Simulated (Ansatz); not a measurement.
Reactions of `CCOC(=O)OC`.

Gas-phase electronic energies from Ansatz, PBE0-D4/def2-TZVP geometries. CCSD(T)/CBS adds triple-zeta CCSD(T) − MP2 to the extrapolated MP2 energy (def2 sets, frozen cores). This one scheme is used for every species, atoms too. Functionals use def2-TZVPP. Open shells (•) are unrestricted, without spin–orbit coupling. Spin–orbit coupling would lower the free atoms: a little for C, O. One conformer a species, not always the lowest.

```tsv
reaction	ωB97M-V (kJ/mol)	HF/CBS(def2) (kJ/mol)	PBE-D4 (kJ/mol)
`CCOC(=O)OC` + `CCCCl` → `CCOC(=O)CCCCl` + CH₃OH	25	39	25
`CCOC(=O)OC` → `COC(=O)CCO`	17	29	16
`CCOC(=O)OC` → 4 C• + 8 H• + 3 O•	6237	4425	6408
`CCOC(=O)OC` + H₂ → `CCOC=O` + CH₃OH	0	-12	-2
`CCOC(=O)OC` + acetylene → `C#CCOC(=O)OC` + CH₄	-8	-6	-16
`CCOC(=O)OC` → dimethyl carbonate + `[CH2]` (triplet)	450	299	453
```

Question: Give the CCSD(T)/CBS values in the same order. (An estimate is asked.)

Answer: The calculation gave: 19, 12, 6210, -7, -6, 448 kJ/mol.

Largest T1 diagnostic: 0.014, for `CCOC=O`.
